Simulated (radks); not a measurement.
Effect of the nuclear size on the gold ion Au2+, [Xe] 4f14 5d9. Method: Dirac Kohn-Sham, BLYP, spin-unpolarised, spherical densities, finite nucleus; open shells fill j = l - 1/2 first; Fermi nuclear charge, rms radius 5.4371 fm; computed with a radial shooting solver on a logarithmic mesh with Libxc functionals. The rms radius is varied about that value; shifts are against it.

| rms radius (fm) | total energy shift (eV) | density at nucleus (e/bohr^3) | 1s1/2 shift (meV) | 2s1/2 shift (meV) | 5s1/2 shift (meV) | 5p1/2 shift (meV) | 5d5/2 shift (meV) | 6s1/2 (empty) shift (meV) | 6p1/2 (empty) shift (meV) |
|---|---|---|---|---|---|---|---|---|---|
| 4.888 | -18.6 | 2.237e+06 | -7440 | -1100 | -12.7 | -0.302 | 0.110 | -1.62 | -0.076 |
| 4.9532 | -16.4 | 2.226e+06 | -6590 | -973 | -11.2 | -0.267 | 0.097 | -1.43 | -0.068 |
| 5.4371 | 0 | 2.144e+06 | 0.000 | 0.000 | 0.000 | 0.000 | 0.000 | 0.000 | 0.000 |
| 5.8993 | 16.5 | 2.075e+06 | 6630 | 980 | 11.3 | 0.271 | -0.098 | 1.44 | 0.068 |
| 6.5136 | 39.7 | 1.994e+06 | 15900 | 2350 | 27.1 | 0.653 | -0.235 | 3.46 | 0.164 |

Slopes of the eigenvalues against <r^2> in GHz/fm^2, as finite differences over the two radii next to the reference (eigenvalue slopes, not the field-shift constants of lines): 1s1/2 311000, 2s1/2 46000, 5s1/2 529, 5p1/2 12.7, 5d5/2 -4.59, 6s1/2 (empty) 67.5, 6p1/2 (empty) 3.20.
